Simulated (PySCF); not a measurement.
Cu(I) cation (CuI), SMILES [I][Cu] (connectivity only; charge and spin as stated), charge +1, multiplicity 2. Geometry optimised at PBE-D3(BJ)/def2-TZVP. The multiplicity is an assumed one; other spin states were not compared. The def2 effective core potentials stand for the cores of I; spin–orbit coupling is left out.

Level of theory: PBE-D3(BJ)/def2-TZVP (PySCF).

Harmonic wavenumbers (cm⁻¹): 235. Rotational constants (GHz): 2.062 (linear); symmetry number 1.

Problem. Work out the zero-point energy and the ideal-gas rigid-rotor harmonic-oscillator thermochemistry at 298.15 K and 1 atm.

Solution. ZPE = ½ Σ hcν = ½ × 235 cm⁻¹ = 1.40 kJ/mol. H − E(el) = 11.41 kJ/mol. Entropy in J/(mol K): translation 174.21, rotation 74.92, vibration 7.71, spin 5.76, total 262.61. G − E(el) = -66.88 kJ/mol. Cp = 36.58 J/(mol K).
